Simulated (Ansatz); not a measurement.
Sn(F)2(Br)(NH2) (BrF2H2NSn), SMILES [NH2][Sn]([F])([F])[Br]. Atoms are numbered in the order given.

```xyz
7

N      2.3198     0.0971     0.3451
Sn     0.3936    -0.4354     0.1479
F     -0.2194    -1.2112     1.7994
F      0.2407    -1.8071    -1.1941
Br    -1.1591     1.3562    -0.4514
H      2.9023    -0.4015    -0.3277
H      2.6575    -0.1209     1.2827
```

Coordinates come from a PBE0-D3(BJ)/def2-SVP optimisation. The structure was generated by enumeration; whether it is a known compound was not checked. The def2 effective core potentials stand for the cores of Sn; spin–orbit coupling is left out. Other conformers were not sampled.

Two levels are set side by side: PBE-D3(BJ)/def2-SVP (Ansatz, a first-principles code) and PBE0-D3(BJ)/def2-SVP (Ansatz). Each level has its own optimised geometry; the coordinates shown are those of the second. Differences are taken from unrounded values.

```csv
quantity,PBE0-D3(BJ)
mean bond length (Å),1.724
bond N1–Sn2 (Å),2.008
bond Sn2–F3 (Å),1.925
bond Sn2–F4 (Å),1.925
bond Sn2–Br5 (Å),2.445
bond N1–H6 (Å),1.020
bond N1–H7 (Å),1.020
```

Task: What does PBE-D3(BJ) give, and how far is it from PBE0-D3(BJ)? (Estimate from the structure and the level; the computed values follow.)

Result: 
```
quantity              PBE-D3(BJ)  PBE-D3(BJ) minus PBE0-D3(BJ)
--------------------  ----------  ----------------------------
mean bond length (Å)       1.748                         0.024
bond N1–Sn2 (Å)            2.048                         0.040
bond Sn2–F3 (Å)            1.950                         0.025
bond Sn2–F4 (Å)            1.950                         0.025
bond Sn2–Br5 (Å)           2.475                         0.029
bond N1–H6 (Å)             1.033                         0.013
bond N1–H7 (Å)             1.033                         0.013
```

Exact exchange shortens and stiffens bonds; PBE has none. Differences between two approximate levels are no errors against the true value.
